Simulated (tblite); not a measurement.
Species: C₅H₁₄BP.
Atom-mapped SMILES: `[BH3-:1][PH+:2]1[CH2:3][CH2:4][CH2:5][CH2:6][CH2:7]1` (hydrogens: H8, H9, H10 on B1; H11 on P2; H12, H13 on C3; H14, H15 on C4; H16, H17 on C5; H18, H19 on C6; H20, H21 on C7)

Computed with GFN2-xTB (tblite), gas phase: L-BFGS steps from a force-field or distance-geometry start until the largest atomic force falls under 0.01 eV/Å.

Step 25: E = -588.1867 eV
```
atom  x, y, z in Å  |  force x, y, z in eV/Å
B1      2.8949   -0.1775    0.5343    0.034  -0.009   0.023
P2      1.1879    0.1096   -0.2765   -0.040   0.004  -0.005
C3      0.1070   -1.3710   -0.3885   -0.008  -0.002   0.001
C4     -1.3235   -1.0557   -0.8155   -0.003   0.009   0.004
C5     -1.9960   -0.0577    0.1237   -0.006   0.002   0.003
C6     -1.3387    1.3187    0.0608    0.000  -0.010  -0.002
C7      0.0907    1.2974    0.5944   -0.012   0.000   0.001
H8      3.4574   -0.9913   -0.1279   -0.019   0.005  -0.010
H9      2.5849   -0.5824    1.6177    0.016   0.001   0.000
H10     3.4409    0.8799    0.5666   -0.017   0.003  -0.011
H11     1.0390    0.5901   -1.5829   -0.001   0.004  -0.012
H12     0.1199   -1.8423    0.5997   -0.006   0.012   0.007
H13     0.5730   -2.0720   -1.0873    0.013   0.003   0.006
H14    -1.3238   -0.6484   -1.8300    0.009  -0.003   0.006
H15    -1.9029   -1.9830   -0.8313    0.012   0.004  -0.004
H16    -1.9523   -0.4355    1.1478    0.006   0.000   0.002
H17    -3.0488    0.0370   -0.1506   -0.004   0.003  -0.010
H18    -1.3404    1.6684   -0.9751    0.011  -0.002   0.008
H19    -1.9276    2.0274    0.6498    0.012  -0.003  -0.008
H20     0.1039    1.0156    1.6523   -0.008  -0.013  -0.002
H21     0.5456    2.2895    0.5184    0.014  -0.008   0.003
```

Step 26: E = -588.1869 eV
```
atom  x, y, z in Å  |  force x, y, z in eV/Å
B1      2.8942   -0.1771    0.5332    0.039  -0.010   0.025
P2      1.1874    0.1095   -0.2758   -0.055   0.002  -0.014
C3      0.1065   -1.3712   -0.3868   -0.002  -0.003  -0.002
C4     -1.3235   -1.0554   -0.8155    0.009   0.005   0.004
C5     -1.9962   -0.0577    0.1237   -0.001   0.002  -0.002
C6     -1.3386    1.3185    0.0605    0.009  -0.007   0.000
C7      0.0901    1.2966    0.5958   -0.004   0.001  -0.001
H8      3.4558   -0.9905   -0.1300   -0.015   0.002  -0.011
H9      2.5855   -0.5821    1.6169    0.017   0.001   0.000
H10     3.4394    0.8805    0.5643   -0.012   0.006  -0.009
H11     1.0370    0.5900   -1.5827    0.000   0.000  -0.001
H12     0.1194   -1.8425    0.6015   -0.009   0.015   0.002
H13     0.5734   -2.0719   -1.0853    0.010   0.000   0.006
H14    -1.3211   -0.6465   -1.8295    0.002  -0.009   0.009
H15    -1.9029   -1.9827   -0.8329    0.012   0.009  -0.007
H16    -1.9511   -0.4356    1.1479   -0.006   0.002  -0.003
H17    -3.0484    0.0375   -0.1521   -0.009   0.000   0.000
H18    -1.3373    1.6667   -0.9759    0.003   0.001   0.012
H19    -1.9276    2.0281    0.6483    0.011  -0.004  -0.012
H20     0.1030    1.0144    1.6537   -0.010  -0.013  -0.004
H21     0.5461    2.2881    0.5199    0.011  -0.003   0.005
```

**Question.** Estimate the geometry and energy of step 27. (The exact step hangs on the optimiser's Hessian estimate; all steps are aligned on step 26, rigid shifts and turns removed.)

**Answer.** E = -588.1871 eV, largest force 0.046 eV/Å
```
atom  x, y, z in Å  |  force x, y, z in eV/Å
B1      2.8941   -0.1768    0.5323    0.025  -0.006   0.016
P2      1.1861    0.1094   -0.2750   -0.043  -0.001  -0.016
C3      0.1058   -1.3715   -0.3850    0.005  -0.004  -0.004
C4     -1.3233   -1.0549   -0.8154    0.017  -0.001   0.002
C5     -1.9964   -0.0576    0.1237    0.004   0.002  -0.006
C6     -1.3383    1.3181    0.0603    0.014  -0.001   0.002
C7      0.0893    1.2957    0.5975    0.006   0.001  -0.001
H8      3.4540   -0.9897   -0.1324   -0.008  -0.003  -0.011
H9      2.5865   -0.5817    1.6161    0.018   0.000   0.004
H10     3.4377    0.8814    0.5617   -0.005   0.010  -0.005
H11     1.0343    0.5898   -1.5823    0.001  -0.002   0.008
H12     0.1185   -1.8424    0.6036   -0.012   0.016   0.000
H13     0.5741   -2.0718   -1.0829    0.006  -0.004   0.006
H14    -1.3180   -0.6446   -1.8289   -0.004  -0.012   0.008
H15    -1.9028   -1.9821   -0.8348    0.009   0.011  -0.008
H16    -1.9500   -0.4355    1.1479   -0.019   0.004  -0.007
H17    -3.0481    0.0381   -0.1536   -0.010  -0.004   0.011
H18    -1.3338    1.6648   -0.9766   -0.004   0.005   0.011
H19    -1.9276    2.0288    0.6463    0.007  -0.002  -0.013
H20     0.1019    1.0129    1.6552   -0.012  -0.012  -0.004
H21     0.5469    2.2865    0.5218    0.007   0.003   0.008
```

The energy changes by -0.0002 eV. The first-order estimate −F·Δx gives -0.0003 eV and the mean of the old and new forces, exact on a quadratic surface, -0.0002 eV. The step makes an angle of 74° with the force vector and moves no atom by more than 0.004 Å.

What follows is the cost of the whole relaxation. The run took 0.51 s wall on one thread, Intel Xeon Platinum 8375C at 2.90 GHz (x86_64), shared host with 128 logical CPUs at a one-minute load of 107.
